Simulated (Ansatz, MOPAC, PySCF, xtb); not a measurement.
Isomers of CHN: 1 is C#N, 2 is [C-]#[NH+]; one conformer of each (the lowest of an xTB search), B3LYP-D3(BJ)/def2-TZVP minima.
Isomer 1 (charge 0, multiplicity 1):
```xyz
3

C     -0.0265     0.0000     0.0000
N      1.1197     0.0000     0.0000
H     -1.0932     0.0000     0.0000
```
Isomer 2 (charge 0, multiplicity 1):
```xyz
3

C      1.10851    -0.00146     0.00000
N     -0.05554    -0.00002     0.00000
H     -1.05297     0.00147     0.00000
```

No zero-point or thermal terms.

The state that PM7 reach isn't checked; PM7 holds dispersion and hydrogen-bond terms.

Codes used: Ansatz (an electronic-structure program) with Gaussian orbitals; MOPAC for PM7 (differences of heats of formation); PySCF for the dispersion terms; xtb for the GFN methods. Values without a source in brackets are computed.

Q: One of these levels gives 88.8 kJ/mol for the electronic energy of isomer 2 less that of isomer 1. Which one is it?
A) GFN1-xTB
B) PM7
C) BLYP-D4/def2-TZVPP

A: A, GFN1-xTB. The others give 38.9 (PM7), 62.0 (BLYP-D4/def2-TZVPP)
